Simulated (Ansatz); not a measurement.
`C[Se][GeH2][OH]` + `CB(O)S` → `CSB(C)O` + `[OH][GeH2][SeH]`  (substitution at a C–Se bond)

Program: Ansatz. Geometries: PBE0-D4/def2-TZVP. ΔE: electronic, gas phase. CBS: MP2 limit from def2 TZ/QZ plus the TZ coupled-cluster correction, frozen cores. Functionals use def2-TZVPP. For Ge, Se outer-core shells are correlated without core-valence functions, which leaves a few kJ/mol of doubt a bond. Scalar relativity is left out up to krypton. Each species was taken in one conformer, which may not be the lowest.

```csv
species,ωB97M-V energy (Eh)
`C[Se][GeH2][OH]`,-4595.28765
`CB(O)S`,-539.46340
`CSB(C)O`,-578.76455
`[OH][GeH2][SeH]`,-4555.98475
```

(1) Work out ΔE.

Largest T1 diagnostic among the species: 0.012.

Answers

(1) ΔE = (-578.76455) + (-4555.98475) − (-4595.28765) − (-539.46340) = 0.00175 Eh = +0.05 eV. CCSD(T)/CBS gives +0.06 eV.
